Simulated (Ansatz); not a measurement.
CH4Cl2OSeSn (`C[O][Sn]([Cl])([Cl])[SeH]`), relaxed with RKS PBE0-D4/def2-TZVP in the Gaussian-basis code of Ansatz from a GFN2-xTB geometry. The force threshold is 0.005 eV/Å; the program also tests the step.

Total charge 0; spin multiplicity 1. Sn takes the def2 core potential.

Start:

```xyz
10

C     1.387   -0.337   -1.027
O     0.354    0.430   -0.496
Sn   -1.007   -0.184    0.914
Cl    0.137   -0.916    2.818
Cl   -2.184   -2.031    0.101
Se   -2.286    1.983    1.114
H     1.900    0.308   -1.745
H     1.019   -1.219   -1.556
H     2.106   -0.645   -0.264
H    -1.427    2.612    0.140
```

```json
{"step": "1", "energy (eV)": "-99362.2071", "largest force (eV/Å)": "2.153", "largest move (Å)": "0.000"}
{"step": "2", "energy (eV)": "-99362.3596", "largest force (eV/Å)": "0.431", "largest move (Å)": "0.194"}
{"step": "3", "energy (eV)": "-99362.4055", "largest force (eV/Å)": "0.249", "largest move (Å)": "0.122"}
{"step": "4", "energy (eV)": "-99362.4104", "largest force (eV/Å)": "0.086", "largest move (Å)": "0.034"}
{"step": "5", "energy (eV)": "-99362.4154", "largest force (eV/Å)": "0.092", "largest move (Å)": "0.067"}
{"step": "6", "energy (eV)": "-99362.4183", "largest force (eV/Å)": "0.124", "largest move (Å)": "0.065"}
{"step": "7 (rejected)", "energy (eV)": "-99362.4118", "largest force (eV/Å)": "0.497", "largest move (Å)": "0.038"}
{"step": "8", "energy (eV)": "-99362.4192", "largest force (eV/Å)": "0.008", "largest move (Å)": "0.018"}
{"step": "9", "energy (eV)": "-99362.4193", "largest force (eV/Å)": "0.007", "largest move (Å)": "0.019"}
{"step": "10 (rejected)", "energy (eV)": "-99362.4192", "largest force (eV/Å)": "0.018", "largest move (Å)": "0.009"}
{"step": "11", "energy (eV)": "-99362.4193", "largest force (eV/Å)": "0.001", "largest move (Å)": "0.003"}
```

End:

```xyz
10

C     1.371   -0.393   -0.994
O     0.377    0.505   -0.537
Sn   -0.916   -0.062    0.794
Cl    0.227   -0.817    2.657
Cl   -2.035   -1.921   -0.005
Se   -2.386    1.899    1.225
H     1.978    0.142   -1.727
H     0.936   -1.272   -1.481
H     2.026   -0.727   -0.181
H    -1.575    2.644    0.249
```

Run time 40 s (2 threads of an AMD EPYC 7R13 on a shared host and a share of an NVIDIA H100 80 GB); peak host memory 1 GiB.
